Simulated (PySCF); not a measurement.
# How methods differ on the excitation energy of Hg⁺

Hg⁺ [Xe] 4f14 5d10 6s1 (2S) → Hg⁺ [Xe] 4f14 5d10 6p1 (2P), as a difference of total energies. Computed with PySCF 2.14 in aug-cc-pVTZ-PP with ECP60MDF, with scalar relativity through the core potential. Correlated levels: valence: 5s2 5p6 frozen. The calculations carry no spin-orbit coupling.

| method | excitation energy (eV) |
| --- | --- |
| UHF | 6.572 |
| LDA | 7.399 |
| PBE | 7.204 |
| r2SCAN | 7.253 |
| r2SCANh | 7.227 |
| wB97X | 7.138 |
| M06-L | 7.143 |
| MP2 (valence) | 7.264 |
| SCS-MP2 (valence) | 7.194 |

Problem. Estimate what wB97X-V gives.

Solution. 7.114 eV, closest to wB97X among the rows shown.

Problem. Estimate what PBE0 gives.

Solution. 7.128 eV, closest to wB97X among the rows shown.

Errors of the correlated levels include the incompleteness of this basis and the frozen core.

For comparison: 7.137 eV (measured; NIST levels, between the centres of gravity of the two terms).
